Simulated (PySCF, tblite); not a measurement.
Isomers of C5H11F2NSi, one GFN2-xTB conformer each. Single-point energies are computed at PBE0/pcSseg-1 (PySCF, gas phase, no added dispersion term), electronic only.

Question: Rank them by PBE0/pcSseg-1 energy, lowest first (kJ/mol).
A. `[CH2:1]=[N:2][SiH2:3][C@H:4]([CH3:5])[CH2:6][CH:7]([F:8])[F:9]` with C1–N2–Si3–C4 -113°, N2–Si3–C4–C5 60°, Si3–C4–C6–C7 64°, C4–C6–C7–F8 -165°
B. `[CH2:1]=[CH:2][N:3]([SiH3:4])[C@@H:5]([CH3:6])[CH:7]([F:8])[F:9]` with C1–C2–N3–Si4 4°, C2–N3–C5–C6 -59°, N3–C5–C7–F8 178°

Answer: A (0.0), B (16.0).

As drawn, the lower has a C=N bond and an Si–C bond, which the higher lacks; the higher has a C=C bond outside aromatic rings, which the lower lacks. GFN2-xTB itself gives, in the same order: 63.1, 0.0. GFN2-xTB puts C=CN([SiH3])[C@@H](C)C(F)F lowest instead.

Q: Which frontier levels, dipoles and rotational constants go with these structures?

A: 
```
                    SMILES  HOMO (eV, PBE0/pcSseg-1)  LUMO (eV)  dipole (D)       A, B, C (MHz)
   C=N[SiH2][C@H](C)CC(F)F                     -7.23      -1.12        3.36  1724, 892.9, 798.9
C=CN([SiH3])[C@@H](C)C(F)F                     -6.22       0.55        1.64  1850, 907.8, 837.3
```

Q: What happens when harmonic zero-point energies from GFN2-xTB frequencies are added?

A: 
```
                    SMILES  ZPE (kJ/mol)  electronic (kJ/mol)  with ZPE (kJ/mol)
   C=N[SiH2][C@H](C)CC(F)F         396.5                  0.0                0.0
C=CN([SiH3])[C@@H](C)C(F)F         391.5                 16.0               11.0
```

The zero-point energies span 5.0 kJ/mol. The order is unchanged.
